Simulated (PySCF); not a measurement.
SMILES [Br][Cd][Br] (PBE0/def2-SVP optimised geometry):

```
3

Cd     0.000     0.000     0.000
Br     2.407     0.000     0.000
Br    -2.407     0.000     0.000
```

Computed with PySCF with PBE0/def2-TZVP, def2 effective core potentials past Kr.

**Question.** What are the frontier orbital energies and the dipole moment?

**Answer.** HOMO-2 -8.74 eV, HOMO-1 -8.39 eV, HOMO -8.39 eV, LUMO -2.33 eV, LUMO+1 -0.75 eV; dipole moment 0.00 D.
